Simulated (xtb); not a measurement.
CH10FNSi3, SMILES F[SiH2]C[SiH2]N[SiH3]. All values are semi-empirical tight-binding results from xtb (GFN2-xTB unless named), good for trends rather than for accurate numbers. Geometry optimised at GFN2-xTB. This is a generated structure with no PubChem entry under its InChIKey; it may be hypothetical. The values are those of a single conformer.

```yaml
orbital_gap: 5.18 eV
dipole_moment: 1.99 D
zero_point_energy: 63.8 kcal/mol
G − E(el) at 298.15 K (modified RRHO): 40.4 kcal/mol
static polarisability (D4 model): 110.0 bohr³
solvation energy, GFN2-xTB/ALPB(water): 0.2 kcal/mol
solvation energy, GFN2-xTB/ALPB(ether): -4.7 kcal/mol
```
